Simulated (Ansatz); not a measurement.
Reaction (hydrogenolysis of the Si–C bond): `CO[SiH2]CN` + H₂ → `CO[SiH3]` + CH₃NH₂

Computed with Ansatz on PBE0-D4/def2-TZVP structures; ΔE is electronic, products minus reactants. CCSD(T)/CBS adds triple-zeta CCSD(T) − MP2 to the extrapolated MP2 energy (def2 sets, frozen cores). This one scheme is used for every species. DFT in def2-TZVPP. Each species was taken in one conformer, which may not be the lowest.

| level | ΔE (kcal/mol) |
| --- | --- |
| PBE0-D4 | -5.8 |
| ωB97X-V | -6.2 |

Task: What does CCSD(T)/CBS give? (Estimate.)

Result: The calculation gave: -5.9 kcal/mol. The listed levels differ from it by 0.1, -0.3 kcal/mol.

Largest T1 diagnostic among the species: 0.011.

In def2-TZVPP, CCSD(T) changes the Hartree–Fock value by +6.7 kcal/mol (the triples alone add +1.2 kcal/mol) and MP2 by +7.9 kcal/mol. The D4 term adds +3.2 kcal/mol with B3LYP and +1.8 kcal/mol with PBE0; it sums over pairs of atoms, weighted by their polarisabilities, and B3LYP, whose exchange is more repulsive, gets the larger term. From PBE to PBE0 (25 % exact exchange), in def2-TZVPP and without D4, ΔE moves by −0.8 kcal/mol.

B3LYP here is the variant with VWN-RPA as its local correlation; programs differ in this.
